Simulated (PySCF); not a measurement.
# How methods differ on the ionisation energy of Te¹⁶⁺

Te¹⁶⁺ [Kr] → Te¹⁷⁺ [Ar] 3d10 4s2 4p5 [4p1/2^2 4p3/2^3, M_J = 3/2], as a difference of total energies. Calculation: PySCF 2.14, in an even-tempered Gaussian basis (18 s from 0.84 bohr⁻², ratio 2.8; 14 p from 1.1 bohr⁻², ratio 2.8; 9 d from 1.9 bohr⁻², ratio 2.8; 4 f from 7.7 bohr⁻², ratio 3); the two-component X2C-1e Hamiltonian. Correlated levels: [Ne] frozen; the 80 highest virtual spinors dropped. "Screened" scales the spin-orbit matrix elements by Boettger's factors to mimic the two-electron term; Breit and QED terms are absent.

```json
{"method": "GHF (screened spin-orbit)", "ionisation energy (eV)": "460.53"}
{"method": "GMP2 (screened spin-orbit)", "ionisation energy (eV)": "461.63"}
```

Question: How much does correlation contribute at GMP2 (screened spin-orbit)?

Answer: 461.63 − (460.53) = 1.10 eV, measured against GHF (screened spin-orbit).

Breit and QED terms and the two-electron picture change are absent.

For comparison: 461 ± 3 eV (theoretical estimate listed by NIST; NIST Atomic Spectra Database, ionization energies).
